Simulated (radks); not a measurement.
Question: Neutral argon, [Ar]. All-electron calculation, non-relativistic Kohn-Sham, PBE, spin-polarised, spherical densities, point nucleus. Program: a radial shooting solver on a logarithmic mesh with Libxc functionals. Every spin shell is full or empty, so the densities are truly spherical. Functionals are evaluated on that one density, not self-consistently. Rank these exchange functionals by their error against the exact value of the orbitals, and give that value: LDA, PBEsol, revPBE, RPBE, OPTX, WC, AM05, B86b, G96, MS2, TASK, MVS.

Answer: Exact: -30.1460 hartree. From best to worst, with 100 (|E| - |E exact|)/|E exact| (equal figures are ties): MS2 +0.04, RPBE -0.04, B86b +0.06, G96 +0.08, OPTX +0.08, MVS -0.16, revPBE -0.18, WC -1.51, TASK -2.93, PBEsol -3.37, AM05 -6.72, LDA -7.61.
